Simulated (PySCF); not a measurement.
C3H6F2Si, SMILES C(F)[SiH2]/C=C\F.

Coordinates come from a ωB97X-D3(BJ)/def2-SVP optimisation. The structure was generated by enumeration; whether it is a known compound was not checked. The values are those of a single conformer.

Two levels are set side by side: TDA-PBE/def2-SVPD (PySCF) and TDA-CAM-B3LYP/def2-SVPD (PySCF). Vertical, same geometry. The lowest singlet is HOMO−1→LUMO 100 % with PBE and HOMO→LUMO+1 91 % with the other functional; states are paired by order. Differences are taken from unrounded values.

| quantity | TDA-CAM-B3LYP | TDA-PBE | TDA-PBE minus TDA-CAM-B3LYP |
|---|---|---|---|
| lowest singlet excitation (eV) | 7.19 | 5.62 | -1.58 |
| lowest triplet excitation (TDA) (eV) | 4.25 | 4.33 | 0.07 |
| first bright state (f over 0.05) (eV) | 7.49 | 6.88 | -0.60 |
| its oscillator strength | 0.46 | 0.11 | -0.35 |

A lower first singlet is the usual sign of a functional without exact exchange. Differences between two approximate levels are no errors against the true value.

Rough cost on one machine, each run with all the roots and properties that it gave: TDA-CAM-B3LYP against TDA-PBE about 4 times.
